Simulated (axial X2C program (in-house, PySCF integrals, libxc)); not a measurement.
## NaI: from Re and ωe to a spectrum

A bond curve at the CCSD(T) level, with spin–orbit coupling, was computed with an in-house all-electron X2C program for linear molecules (integrals from PySCF) (basis I dyall-cv3z [11s12p8d4f1g], Na dyall-cv3z [9s8p5d2f] (cores contracted in-house)) for the state Ω = 0 (closed shell). Its fit gives Re = 2.7549 Å, ωe = 251.2 cm⁻¹, ωexe = 0.88 cm⁻¹ and αe = 6.140e-04 cm⁻¹; the masses are 126.9045 and 22.9898 u. Two-component means X2C with spin–orbit coupling and atomic mean-field Coulomb and Gaunt terms.

Correlated methods: 8 electrons correlated (number of frozen shells: I 4 s, 3 p, 2 d; Na 2 s, 1 p), 268 virtual spin orbitals or spinors in MP2, 86 natural virtuals in coupled cluster.

Find the reduced mass, Be and the force constant.

From the CCSD(T) values: μ = 19.4638 u. Be = 16.8576/(μ Re²) = 0.1141 cm⁻¹. k = 5.8918×10⁻⁷ μ ωe² = 0.724 mdyn/Å.

Where do the fundamental and the first overtone lie?

ν(1←0) = ωe − 2ωexe = 249.4 cm⁻¹; ν(2←0) = 2ωe − 6ωexe = 497.1 cm⁻¹.

Estimate the centrifugal constant by the Kratzer relation.

D = 4Be³/ωe² = 9.42e-08 cm⁻¹.

Give B0, the J = 1←0 line in GHz and the most populated J at 300 K (kT = 208.5 cm⁻¹).

B0 = Be − αe/2 = 0.1138 cm⁻¹; 2B0 = 6.824 GHz; J(max) ≈ √(kT/2B0) − 1/2 = 29.8, so J = 30.

A Morse curve ties αe to the other constants (Pekeris). How well does that hold?

αe(Morse) = 6Be²/ωe × (√(ωexe/Be) − 1) = 5.527e-04 cm⁻¹; the CCSD(T) curve gives 6.140e-04 cm⁻¹, a ratio of 0.90.

One determinant describes the state; a PBE0 search over occupations chose it and may have missed a lower one. Coupled cluster ran in a truncated set of natural virtual spinors; the MP2 energy of the rest was added. (T) has no such correction and the atoms are truncated less, which lowers De at CCSD(T) by a hundredth of an eV or more. With the outer-core shells frozen, correlated bond lengths of heavy atoms tend to come out a few hundredths of an ångström too long.
